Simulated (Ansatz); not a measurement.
Reaction (ligand exchange at the Si–Te bond): `N[SiH2][TeH]` + NH₃ → `N[SiH2]N` + H₂Te

Isolated molecules relaxed with PBE0-D4/def2-TZVP in Ansatz; ΔE leaves out vibrations. CCSD(T)/CBS adds triple-zeta CCSD(T) − MP2 to the extrapolated MP2 energy (def2 sets, frozen cores). This one scheme is used for every species. DFT in def2-TZVPP. B3LYP here is the variant with VWN-RPA as its local correlation; programs differ in this. HSE06 is defined as in plane-wave codes. def2 core potentials past Kr. For Te outer-core shells are correlated without core-valence functions, which leaves a few kJ/mol of doubt a bond. Each species was taken in one conformer, which may not be the lowest.

`N[SiH2][TeH]`:

Cartesian coordinates in Å:
```
N 1.194 -0.335 -0.650
Si -0.494 -0.315 -0.352
Te -1.430 1.592 0.991
H 1.624 0.445 -1.122
H 1.805 -0.693 0.068
H -0.816 -1.587 0.336
H -1.221 -0.178 -1.637
H -0.663 1.071 2.366
```

NH₃:

Z-matrix (Å, degrees):
```
N
H 1 1.013
H 1 1.013 2 107.1
H 1 1.013 2 107.1 3 -114.5
```

`N[SiH2]N`:

Z-matrix (Å, degrees):
```
Si
N 1 1.711
N 1 1.711 2 108.5
H 1 1.493 2 103.5 3 -125.0
H 1 1.493 2 117.1 3 116.6
H 2 1.006 1 120.5 3 150.7
H 2 1.007 1 121.6 3 -58.1
H 3 1.006 1 120.5 2 150.7
H 3 1.007 1 121.6 2 -58.1
```

H₂Te:

Cartesian coordinates in Å:
```
Te -0.097 -0.719 -0.279
H -1.005 0.301 0.657
H 1.102 0.419 -0.379
```

```csv
level,ΔE (kJ/mol),difference from CCSD(T)/CBS
BLYP-D4,5.6,-1.2
PBE0-D4,12.6,5.8
HSE06-D4,13.2,6.4
revPBE,16.3,9.5
BLYP,1.9,-4.9
PBE0,10.3,3.5
B3LYP,-0.7,-7.5
r2SCAN0,5.3,-1.5
HSE06,10.8,4.0
CAM-B3LYP,-8.6,-15.4
CCSD/def2-SVP,0.2,-6.6
CCSD(T)/def2-SVP,2.2,-4.6
HF/def2-TZVPP,-10.3,-17.1
MP2/def2-QZVPP,9.8,3.0
SCS-MP2/def2-QZVPP,3.7,-3.1
CCSD/CBS(def2),3.7,-3.1
CCSD(T)/CBS,6.8,0
```

Largest T1 diagnostic among the species: 0.011.

In def2-TZVPP, CCSD(T) changes the Hartree–Fock value by +11.0 kJ/mol (the triples alone add +3.1 kJ/mol) and MP2 by +16.9 kJ/mol. The D4 term adds +4.1 kJ/mol with B3LYP and +2.4 kJ/mol with PBE0; it sums over pairs of atoms, weighted by their polarisabilities, and B3LYP, whose exchange is more repulsive, gets the larger term. From BLYP to BHLYP (50 % exact exchange), in def2-TZVPP and without D4, ΔE moves by −8.0 kJ/mol.
